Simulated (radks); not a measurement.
Ionisation of the iron ion Fe2+, [Ar] 3d6, to [Ar] 3d5 as the strength of local exchange is varied. All-electron calculation, non-relativistic Kohn-Sham, Slater X-alpha exchange (alpha = 2/3 is LDA exchange), no correlation, spin-polarised, spherical densities, point nucleus; open shells are filled with parallel spins first. Program: a radial shooting solver on a logarithmic mesh with Libxc functionals.

| alpha | E(Fe2+) (hartree) | exchange (hartree) | IE (eV) | -e of the level emptied (eV) | <r> of it (bohr) |
|---|---|---|---|---|---|
| 0.611 | -1253.99171 | -46.09620 | 28.840 | 21.107 (3d) | 1.134 |
| 0.661 | -1257.76966 | -50.02051 | 29.661 | 21.835 (3d) | 1.119 |
| 0.667 | -1258.22378 | -50.49295 | 29.761 | 21.924 (3d) | 1.118 |
| 0.805 | -1268.71429 | -61.44906 | 32.148 | 24.068 (3d) | 1.080 |
| 0.886 | -1274.91235 | -67.95968 | 33.626 | 25.413 (3d) | 1.060 |
| 0.898 | -1275.83312 | -68.92922 | 33.850 | 25.618 (3d) | 1.057 |
| 0.931 | -1278.36863 | -71.60208 | 34.472 | 26.187 (3d) | 1.049 |
| 1.041 | -1286.85608 | -80.58171 | 36.611 | 28.160 (3d) | 1.023 |

NIST Atomic Spectra Database: 30.65 eV (measured). The Delta-SCF value meets it near alpha = 0.72. Open shells are spherical and high-spin; term and fine-structure splittings are not resolved.
